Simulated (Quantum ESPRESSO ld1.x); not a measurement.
Task: The table gives one normalised radial function P(r) = r R(r) of Er3+ in [Xe] 4f10 5d1 (r in bohr). All-electron calculation, scalar-relativistic Kohn-Sham, PBEsol, spin-unpolarised, spherical densities, point nucleus. Program: ld1.x of Quantum ESPRESSO 7.5.

r	P
0.002354	0.0001
0.00314	0.0003
0.004188	0.0006
0.005586	0.0013
0.00745	0.0028
0.009937	0.0061
0.01325	0.0131
0.01768	0.0274
0.02377	0.0568
0.0317	0.1110
0.04228	0.2057
0.05639	0.3546
0.07521	0.5544
0.1003	0.7566
0.1338	0.8426
0.1784	0.6472
0.2399	0.0574
0.32	-0.7390
0.4268	-1.3478
0.5692	-1.4238
0.7592	-1.0248
1.013	-0.5133
1.351	-0.1731
1.801	-0.0363
2.422	-0.0039
3.23	-0.0002
4.308	0.0000
5.746	0.0000

Which n and l does it have? It may be an empty orbital.

Result: n = 4, l = 2: the number of nodes gives n - l - 1 = 1, the rise at small r (about r^(l+1), flatter next to the nucleus through relativity) gives l, and the extent must fit the shell. The curve is that of 4d. 4d: eigenvalue -206.98 eV, 1 radial node at r = 0.245 bohr, <r> = 0.580 bohr, 90 % of the charge inside 0.870 bohr.
